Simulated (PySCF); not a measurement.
Sn (SMILES [Sn+]), charge +1, doublet (core potentials on Sn).

Here is a job for PySCF.
```python
from pyscf import gto, scf

mol = gto.M(
    atom='''
Sn    0.00000000    0.00000000    0.00000000
''',
    basis='def2-tzvp',
    ecp={'Sn': 'def2-tzvp'},
    charge=1,
    spin=1,
    verbose=3,
)

mf = scf.UHF(mol)
mf.kernel()
```

Task: What does this run give for the HOMO energy, <S^2>, number of basis functions, total energy?

Result: 
```json
{
  "HOMO energy": "-14.04 eV",
  "<S^2>": "0.761",
  "number_of_basis_functions": "50",
  "total_energy": "-213.0880 Eh"
}
```

These values belong to the state on which the SCF converged, which isn't shown to be the lowest.
